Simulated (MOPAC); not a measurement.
Job for MOPAC: PM7 on CH6ClN (a complex), monomers drawn apart or pushed together.

```
PM7 1SCF PRECISE CHARGE=0 THREADS=1
CH6ClN

Cl     0.01282134 1    -0.03239786 1     0.03733617 1
H     -0.19402294 1     0.39193643 1    -1.15764732 1
C     -0.10603693 1     0.50417775 1     6.03685074 1
N      0.44351424 1    -0.76451535 1     5.56231283 1
H     -1.12389628 1     0.61567302 1     5.66054848 1
H      0.48054593 1     1.32510908 1     5.62203401 1
H     -0.13121091 1     0.62047745 1     7.12887582 1
H     -0.09280898 1    -1.54795652 1     5.91411739 1
H      1.39777169 1    -0.88827083 1     5.87729681 1
```

Output:

```
*******************************************************************************
 **                                                                           **
 **                              MOPAC v23.2.5                                **
 **                                                                           **
 *******************************************************************************
 ** MOPAC's Digital Object Identifier: https://doi.org/10.5281/zenodo.6511958 **
 **                                                                           **
 ** Please cite the open-source release paper for use of this MOPAC version:  **
 ** J. E. Moussa and J. J. P. Stewart (2026)                                  **
 ** MOPAC: An open-source semiempirical molecular orbital program             **
 ** J. Open Source Softw., 11(119), 8025, https://doi.org/10.21105/joss.08025 **
 *******************************************************************************

                              PM7 CALCULATION RESULTS

 *******************************************************************************
 *  PM7        - The PM7 Hamiltonian to be used
 *
 *
 *
 *                 CHARGE ON SYSTEM = 0
 *
 *
 *
 *  PRECISE    - TIGHTER CRITERIA TO BE USED
 *  1SCF       - DO 1 SCF AND THEN STOP
 *  THREADS=1  - MULTI-THREADING NOT USED
 *  T=         - A TIME OF 172800.0 SECONDS REQUESTED
 *  DUMP=N     - RESTART FILE WRITTEN EVERY 7200.0 SECONDS REQUESTED
 *******************************************************************************
PM7 1SCF PRECISE CHARGE=0 THREADS=1
 CH6ClN

   ATOM   CHEMICAL          X               Y               Z
  NUMBER   SYMBOL      (ANGSTROMS)     (ANGSTROMS)     (ANGSTROMS)

     1      Cl          0.01282134  *  -0.03239786  *   0.03733617  *
     2       H         -0.19402294  *   0.39193643  *  -1.15764732  *
     3       C         -0.10603693  *   0.50417775  *   6.03685074  *
     4       N          0.44351424  *  -0.76451535  *   5.56231283  *
     5       H         -1.12389628  *   0.61567302  *   5.66054848  *
     6       H          0.48054593  *   1.32510908  *   5.62203401  *
     7       H         -0.13121091  *   0.62047745  *   7.12887582  *
     8       H         -0.09280898  *  -1.54795652  *   5.91411739  *
     9       H          1.39777169  *  -0.88827083  *   5.87729681  *



          CARTESIAN COORDINATES

    NO.       ATOM           X           Y           Z

     1        Cl          0.0128     -0.0324      0.0373
     2         H         -0.1940      0.3919     -1.1576
     3         C         -0.1060      0.5042      6.0369
     4         N          0.4435     -0.7645      5.5623
     5         H         -1.1239      0.6157      5.6605
     6         H          0.4805      1.3251      5.6220
     7         H         -0.1312      0.6205      7.1289
     8         H         -0.0928     -1.5480      5.9141
     9         H          1.3978     -0.8883      5.8773

 General Reference for PM7:
 "Optimization of Parameters for Semiempirical Methods VI: More Modifications to the
 NDDO Approximations and Re-optimization of Parameters", J. J. P. Stewart, J. Mol. Mod., 1:32, 19 (2013)
 https://link.springer.com/article/10.1007/s00894-012-1667-x

           Empirical Formula: C H6 N Cl  =     9 atoms



      MOLECULAR POINT GROUP   :   Cs


      RHF CALCULATION, NO. OF DOUBLY OCCUPIED LEVELS = 11


 -------------------------------------------------------------------------------
 PM7 1SCF PRECISE CHARGE=0 THREADS=1
 CH6ClN



     1SCF WAS SPECIFIED, SO BFGS WAS NOT USED
     SCF FIELD WAS ACHIEVED


                              PM7 CALCULATION
                                                       MOPAC v23.2.5 Linux




          FINAL HEAT OF FORMATION =        -23.28618 KCAL/MOL =     -97.42938 KJ/MOL


          COSMO AREA              =        125.88 SQUARE ANGSTROMS
          COSMO VOLUME            =         92.19 CUBIC ANGSTROMS

          IONIZATION POTENTIAL    =          9.427653 EV
          HOMO LUMO ENERGIES (EV) =         -9.428  2.125
          NO. OF FILLED LEVELS    =         11
          MOLECULAR WEIGHT        =         67.5181         POINT GROUP:  Cs

          MOLECULAR DIMENSIONS (Angstroms)

            Atom       Atom       Distance
            H     7    H     2     8.28991
            H     9    H     5     2.93767
            H     8    H     6     2.76622


          SCF CALCULATIONS        =          1





   ATOM   CHEMICAL          X               Y               Z
  NUMBER   SYMBOL      (ANGSTROMS)     (ANGSTROMS)     (ANGSTROMS)

     1      Cl          0.01282134  *  -0.03239786  *   0.03733617  *
     2       H         -0.19402294  *   0.39193643  *  -1.15764732  *
     3       C         -0.10603693  *   0.50417775  *   6.03685074  *
     4       N          0.44351424  *  -0.76451535  *   5.56231283  *
     5       H         -1.12389628  *   0.61567302  *   5.66054848  *
     6       H          0.48054593  *   1.32510908  *   5.62203401  *
     7       H         -0.13121091  *   0.62047745  *   7.12887582  *
     8       H         -0.09280898  *  -1.54795652  *   5.91411739  *
     9       H          1.39777169  *  -0.88827083  *   5.87729681  *

                             CARTESIAN COORDINATES

   1   Cl        0.012821340    -0.032397860     0.037336170
   2    H       -0.194022940     0.391936430    -1.157647320
   3    C       -0.106036930     0.504177750     6.036850740
   4    N        0.443514240    -0.764515350     5.562312830
   5    H       -1.123896280     0.615673020     5.660548480
   6    H        0.480545930     1.325109080     5.622034010
   7    H       -0.131210910     0.620477450     7.128875820
   8    H       -0.092808980    -1.547956520     5.914117390
   9    H        1.397771690    -0.888270830     5.877296810


           Empirical Formula: C H6 N Cl  =     9 atoms



      MOLECULAR POINT GROUP   :   Cs


                  EIGENVALUES
 -35.29038 -26.18372 -23.70994 -16.96359 -15.51469 -15.16110 -14.14286 -12.65254
 -11.56325 -11.56321  -9.42765   2.12474   3.72151   5.41887   5.56477   6.16066
   6.72420   7.07806  69.61384  69.84545  69.84570  70.67626  70.67626


              NET ATOMIC CHARGES AND DIPOLE CONTRIBUTIONS

  ATOM NO.   TYPE          CHARGE      No. of ELECS.   s-Pop       p-Pop       d-Pop
    1         Cl          -0.216809        7.2168     1.98059     5.23513     0.00109
    2          H           0.216804        0.7832     0.78320
    3          C          -0.274706        4.2747     1.05228     3.22243
    4          N          -0.606698        5.6067     1.64284     3.96386
    5          H           0.147278        0.8527     0.85272
    6          H           0.147267        0.8527     0.85273
    7          H           0.110237        0.8898     0.88976
    8          H           0.238320        0.7617     0.76168
    9          H           0.238306        0.7617     0.76169
 DIPOLE           X         Y         Z       TOTAL
 POINT-CHG.    -0.399     0.917    -0.166     1.014
 HYBRID         0.082    -0.144     0.594     0.617
 SUM           -0.317     0.773     0.428     0.939


          ATOMIC ORBITAL ELECTRON POPULATIONS

     Atom    s        px        py        pz      x^2-y^2     xz        z^2       yz        xy
    1 Cl   1.98059   1.98013   1.91655   1.33845   0.00001   0.00011   0.00064   0.00031   0.00002
    2  H   0.78320
    3  C   1.05228   1.14190   0.97161   1.10892
    4  N   1.64284   1.17830   1.11582   1.66974
    5  H   0.85272
    6  H   0.85273
    7  H   0.88976
    8  H   0.76168
    9  H   0.76169

 **********************
 *                    *
 * JOB ENDED NORMALLY *
 *                    *
 **********************




 == MOPAC DONE ==
```

The run finished.

Cost: around 0.03 core-seconds (rough).
